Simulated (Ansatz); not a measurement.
Steps of a relaxation of CH6Cl2Si2, SMILES `[SiH3]C[SiH](Cl)Cl` with RKS PBE-D4/def2-SVP.

```sh
$ ansatz run in.yaml --threads 4 --pin off --events-out ev --progress --plain --max-ram 10444MiB
```

```yaml
crystal:
  periodic: [false, false, false]
  atoms:
    - {symbol: Si, position_ang: [-1.239000, 0.709200, 0.462800]}
    - {symbol: C, position_ang: [0.529800, 0.577200, 0.249100]}
    - {symbol: Si, position_ang: [0.768200, -0.998700, -0.654100]}
    - {symbol: Cl, position_ang: [0.731800, -2.601000, 0.610400]}
    - {symbol: Cl, position_ang: [2.734000, -1.067500, -1.344500]}
    - {symbol: H, position_ang: [-1.587200, 2.044000, 1.147400]}
    - {symbol: H, position_ang: [-1.934900, 0.798400, -0.866300]}
    - {symbol: H, position_ang: [-1.820600, -0.335300, 1.248600]}
    - {symbol: H, position_ang: [0.931600, 1.442100, -0.281900]}
    - {symbol: H, position_ang: [1.044600, 0.589400, 1.242600]}
    - {symbol: H, position_ang: [-0.092800, -1.214800, -1.793500]}
basis:
  gaussian: {orbitals: def2-SVP}
hamiltonian: {xc: pbe, dispersion: d4}
relax: {f_tol: 0.03, max_steps: 200}
```

Positions (Å) and forces (eV/Å) along the path, 11 of 14 steps:

```xyz
11
step=1 energy=-41904.3533 eV
Si   -1.239    0.709    0.463   -2.202    2.678    0.067
C     0.530    0.577    0.249    1.505   -0.249    0.731
Si    0.768   -0.999   -0.654    2.149   -0.247   -0.006
Cl    0.732   -2.601    0.610   -0.496   -0.490    0.538
Cl    2.734   -1.067   -1.345    0.144    0.154   -0.332
H    -1.587    2.044    1.147    0.074   -0.431   -0.113
H    -1.935    0.798   -0.866    0.005   -0.184   -0.100
H    -1.821   -0.335    1.249   -0.465   -1.184    0.702
H     0.932    1.442   -0.282    0.122    0.348   -0.574
H     1.045    0.589    1.243   -0.098   -0.312   -0.268
H    -0.093   -1.215   -1.794   -0.738   -0.083   -0.645
11
step=2 energy=-41904.7224 eV
Si   -1.297    0.795    0.495   -1.057    0.457   -0.115
C     0.512    0.544    0.241    1.142    0.040    0.246
Si    0.928   -1.027   -0.663   -0.021   -0.359    0.111
Cl    0.596   -2.611    0.679    0.292    0.247   -0.256
Cl    2.862   -1.009   -1.480   -0.352   -0.057    0.310
H    -1.625    2.092    1.209    0.148   -0.148   -0.097
H    -1.977    0.802   -0.852    0.001    0.069    0.035
H    -1.872   -0.329    1.265   -0.150   -0.316    0.278
H     0.927    1.401   -0.319    0.072    0.158   -0.181
H     1.040    0.535    1.220   -0.025   -0.015   -0.013
H    -0.027   -1.250   -1.773   -0.049   -0.076   -0.317
11
step=3 energy=-41904.7312 eV
Si   -1.373    0.780    0.497    1.040    0.208   -0.019
C     0.581    0.575    0.226   -1.238    0.011   -0.078
Si    0.889   -1.021   -0.689    0.280    0.072    0.169
Cl    0.665   -2.577    0.650   -0.158   -0.230    0.180
Cl    2.843   -1.084   -1.354    0.293    0.021   -0.218
H    -1.596    2.063    1.241   -0.098    0.033    0.031
H    -2.065    0.853   -0.837    0.039   -0.024    0.006
H    -1.931   -0.367    1.284    0.036   -0.050   -0.001
H     0.963    1.443   -0.355   -0.091   -0.056   -0.006
H     1.100    0.562    1.207   -0.035   -0.067   -0.013
H    -0.010   -1.283   -1.851   -0.068    0.083   -0.050
11
step=6 energy=-41904.8195 eV
Si   -1.350    0.802    0.538   -0.001   -0.004   -0.024
C     0.501    0.550    0.178    0.002    0.014    0.008
Si    0.924   -1.049   -0.694    0.001    0.091   -0.057
Cl    0.568   -2.630    0.601   -0.018   -0.040    0.025
Cl    2.929   -1.061   -1.243    0.010   -0.001    0.010
H    -1.560    2.103    1.262    0.002    0.006    0.006
H    -2.105    0.843   -0.763   -0.018   -0.001    0.003
H    -1.885   -0.326    1.375    0.014    0.009    0.002
H     0.867    1.403   -0.438   -0.021   -0.073    0.015
H     1.062    0.572    1.136    0.025    0.017    0.018
H     0.114   -1.266   -1.933    0.005   -0.019   -0.007
11
step=7 energy=-41904.8220 eV
Si   -1.346    0.788    0.559   -0.061   -0.007    0.021
C     0.496    0.559    0.150    0.031    0.122    0.011
Si    0.925   -1.040   -0.707    0.081   -0.044   -0.117
Cl    0.461   -2.626    0.554    0.003    0.012   -0.024
Cl    2.965   -1.092   -1.133   -0.096   -0.008    0.014
H    -1.545    2.100    1.266   -0.009    0.006   -0.002
H    -2.147    0.797   -0.717    0.005   -0.012    0.027
H    -1.837   -0.330    1.440    0.026    0.051   -0.038
H     0.833    1.408   -0.492   -0.038   -0.125    0.071
H     1.081    0.610    1.095    0.001    0.007   -0.027
H     0.179   -1.233   -1.995    0.055   -0.002    0.066
11
step=9 energy=-41904.8261 eV
Si   -1.349    0.790    0.581   -0.026    0.000   -0.007
C     0.487    0.553    0.148    0.011   -0.027    0.016
Si    0.932   -1.037   -0.727    0.006   -0.027    0.035
Cl    0.402   -2.647    0.480    0.007    0.033   -0.036
Cl    2.985   -1.100   -1.068   -0.042   -0.002    0.003
H    -1.549    2.139    1.223    0.007   -0.034   -0.021
H    -2.180    0.724   -0.674    0.019   -0.003    0.030
H    -1.808   -0.282    1.528    0.002    0.015    0.000
H     0.812    1.392   -0.503    0.014    0.043   -0.025
H     1.091    0.615    1.080   -0.016   -0.013   -0.023
H     0.244   -1.203   -2.047    0.016    0.014    0.028
11
step=10 energy=-41904.8275 eV
Si   -1.348    0.782    0.598   -0.049    0.011   -0.006
C     0.484    0.555    0.142    0.023   -0.065    0.037
Si    0.936   -1.031   -0.737   -0.013   -0.039    0.000
Cl    0.338   -2.657    0.420    0.022    0.066   -0.043
Cl    2.998   -1.119   -1.013   -0.050   -0.005    0.015
H    -1.551    2.158    1.184    0.003   -0.063   -0.031
H    -2.203    0.652   -0.640    0.041   -0.001    0.063
H    -1.777   -0.252    1.602    0.017    0.036   -0.030
H     0.797    1.393   -0.516    0.013    0.057   -0.036
H     1.099    0.625    1.066   -0.021   -0.006   -0.013
H     0.293   -1.164   -2.084    0.013    0.009    0.043
11
step=11 energy=-41904.8288 eV
Si   -1.345    0.777    0.605   -0.071   -0.010    0.004
C     0.487    0.560    0.140    0.019   -0.027    0.014
Si    0.934   -1.023   -0.746   -0.003   -0.051   -0.009
Cl    0.301   -2.651    0.389    0.004    0.052   -0.035
Cl    2.999   -1.142   -0.982   -0.039    0.007    0.001
H    -1.562    2.165    1.155    0.006   -0.066   -0.031
H    -2.209    0.600   -0.621    0.050    0.007    0.068
H    -1.751   -0.237    1.641    0.024    0.053   -0.046
H     0.795    1.402   -0.517    0.005    0.028   -0.016
H     1.104    0.628    1.062   -0.014   -0.003   -0.007
H     0.312   -1.136   -2.105    0.019    0.010    0.056
11
step=12 energy=-41904.8294 eV
Si   -1.335    0.761    0.615   -0.110   -0.040    0.021
C     0.498    0.568    0.141    0.010    0.050   -0.019
Si    0.936   -1.010   -0.755   -0.060   -0.016   -0.065
Cl    0.203   -2.629    0.332    0.062    0.030   -0.031
Cl    3.002   -1.169   -0.945   -0.051   -0.030    0.021
H    -1.588    2.171    1.090    0.013   -0.083   -0.029
H    -2.210    0.491   -0.589    0.073    0.022    0.098
H    -1.697   -0.208    1.713    0.026    0.092   -0.088
H     0.797    1.419   -0.512   -0.005   -0.036    0.026
H     1.117    0.632    1.062    0.002    0.010    0.008
H     0.342   -1.082   -2.131    0.039    0.002    0.058
11
step=13 energy=-41904.8310 eV
Si   -1.335    0.760    0.617   -0.082   -0.013    0.017
C     0.498    0.572    0.143    0.002    0.019   -0.015
Si    0.930   -1.004   -0.760    0.005   -0.063   -0.015
Cl    0.213   -2.636    0.318   -0.001    0.049   -0.026
Cl    2.994   -1.189   -0.936   -0.012    0.013   -0.004
H    -1.595    2.173    1.075    0.009   -0.062   -0.021
H    -2.208    0.473   -0.582    0.052    0.014    0.074
H    -1.692   -0.194    1.727    0.020    0.060   -0.068
H     0.797    1.424   -0.507   -0.007   -0.026    0.015
H     1.116    0.632    1.064    0.003    0.003    0.003
H     0.346   -1.068   -2.138    0.011    0.006    0.039
11
step=14 energy=-41904.8320 eV
Si   -1.334    0.756    0.619    0.004    0.002   -0.001
C     0.499    0.572    0.144    0.003   -0.013    0.002
Si    0.930   -1.003   -0.762   -0.005    0.008   -0.005
Cl    0.194   -2.629    0.306   -0.002   -0.002    0.001
Cl    2.994   -1.192   -0.931    0.004   -0.001   -0.001
H    -1.599    2.170    1.061   -0.004   -0.001   -0.002
H    -2.203    0.453   -0.572   -0.002   -0.001    0.004
H    -1.683   -0.184    1.736    0.000    0.003   -0.002
H     0.798    1.424   -0.506   -0.002    0.003   -0.004
H     1.119    0.633    1.064    0.001    0.001    0.002
H     0.351   -1.059   -2.140    0.003    0.002    0.005
```

Hardware: 4 threads of an Arm Neoverse V1 on a shared host. Wall time 24 s, peak host memory 0.17 GiB.
